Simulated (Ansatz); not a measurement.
Reaction (substitution at a C–C bond): `C[CH2][In]([NH2])[Cl]` + `[OH][Mo]([F])(=[S])([Cl])[Cl]` → `C[O][Mo]([F])(=[S])([Cl])[Cl]` + `[CH3][In]([NH2])[Cl]`

Gas-phase electronic energies from Ansatz, PBE0-D4/def2-TZVP geometries. CCSD(T)/CBS is the MP2 limit (def2-TZVPP, def2-QZVPP) plus CCSD(T) − MP2 in def2-TZVPP, frozen cores. DFT in def2-TZVPP. def2 core potentials past Kr. For In, Mo outer-core shells are correlated without core-valence functions, which leaves a few kJ/mol of doubt a bond. One conformer a species, not always the lowest.

(1) Is it downhill or uphill in electronic energy at CCSD(T)/CBS, and by how much? (An estimate is asked.)

(2) What do these levels give: ωB97X-V, ωB97M-V, PBE0, HF/def2-QZVPP, HF/CBS(def2), CCSD/CBS(def2)? (Best estimate.)

Largest T1 diagnostic among the species: 0.024, so the coupled-cluster value is less sure than usual.

Answers

(1) Ansatz gave: Uphill: ΔE = +10.5 kJ/mol.

(2) Computed: ωB97X-V 8.1, ωB97M-V 11.3, PBE0 10.7, HF/def2-QZVPP 5.4, HF/CBS(def2) 5.4, CCSD/CBS(def2) 13.2 kJ/mol.
